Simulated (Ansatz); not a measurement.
Two isomers of C2H8ClNOSn: A = `C[NH][SnH]([Cl])[O]C`, B = `C[O][Sn]([CH3])([NH2])[Cl]`.

Calculated with Ansatz (gas phase, PBE0-D4/def2-TZVP geometries, no zero-point term in ΔE). CBS: MP2 limit from def2 TZ/QZ plus the TZ coupled-cluster correction, frozen cores. DFT in def2-TZVPP. B3LYP here is the variant with VWN-RPA as its local correlation; programs differ in this. Elements past krypton have def2 core potentials. For Sn outer-core shells are correlated without core-valence functions, which leaves a few kJ/mol of doubt a bond. One conformer a species, not always the lowest.

(1) Which is lower in electronic energy at CCSD(T)/CBS, and by how much? (Best estimate.)

(2) Give E(B) − E(A) in kJ/mol with B3LYP-D4, CCSD(T)/def2-TZVPP, B3LYP, r2SCAN-D4, MP2/def2-TZVPP, ωB97M-V, HF/def2-TZVPP. (Estimate.)

Largest T1 diagnostic: 0.013.

Results:

(1) The calculation gave: B, by 89.6 kJ/mol.

(2) Ansatz gave: B3LYP-D4 -83.0, CCSD(T)/def2-TZVPP -87.6, B3LYP -84.2, r2SCAN-D4 -87.7, MP2/def2-TZVPP -94.0, ωB97M-V -85.2, HF/def2-TZVPP -78.7. None reverses the order clearly.

In def2-TZVPP, CCSD(T) changes the Hartree–Fock value by −8.9 kJ/mol (the triples alone add −1.2 kJ/mol) and MP2 by −15.3 kJ/mol.
